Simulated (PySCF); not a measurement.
NICS in one family of compounds.

NICS = −σ at a ghost point: NICS(0) at the centroid of the ring atoms, NICS(1) 1 Å to either side along the normal of their mean plane, zz for the tensor component along that normal. Level: GIAO PBE0/pcSseg-1 (PySCF, non-relativistic, gas phase) on the GFN2-xTB geometries, one conformer each. Atom numbers follow the mapped SMILES.

Task: Order these rings by mean NICS(1)zz, lowest (most negative) first (ppm).
A. ring C5–C6–C7–O8–C9 in `[CH3:1]/[C:2]([F:3])=[P:4]\[c:5]1[cH:6][cH:7][o:8][cH:9]1`
B. ring C5–C6–C7–C8–C9 in `[CH3:1]/[C:2]([F:3])=[P:4]/[C:5]1=[CH:6][CH2:7][CH2:8][CH2:9]1`
C. ring C5–C6–C7–C8–N9–C10 in `[CH3:1]/[C:2]([F:3])=[P:4]\[c:5]1[cH:6][cH:7][cH:8][n:9][cH:10]1`

Result: C (-27.7), A (-26.6), B (-2.7).

| SMILES | ring | NICS(0) | NICS(1) | NICS(1)zz | HOMA | rms pucker (Å) | ring atoms with four or more neighbours |
| --- | --- | --- | --- | --- | --- | --- | --- |
| C/C(F)=P\c1cccnc1 | 6-membered ring with N; formal bonds all aromatic | -6.7 | -10.7 | -27.7 | 0.99 | 0.01 | 0 |
| C/C(F)=P\c1ccoc1 | 5-membered ring with O; formal bonds all aromatic | -11.4 | -10.0 | -26.6 | 0.48 | 0.01 | 0 |
| C/C(F)=P/C1=CCCC1 | 5-membered carbocycle; formal bonds 1 double, 4 single | -2.1 | -3.1 | -2.7 | – | 0.09 | 3 |

NICS(0) gives another order. The isotropic NICS(1) gives the same order. HOMA uses Krygowski's 1993 parameters; it is left out where a ring has a four-coordinate atom, a triple bond, no multiple bond or a kind of bond without parameters. NICS(1) and NICS(1)zz are means over the two faces.
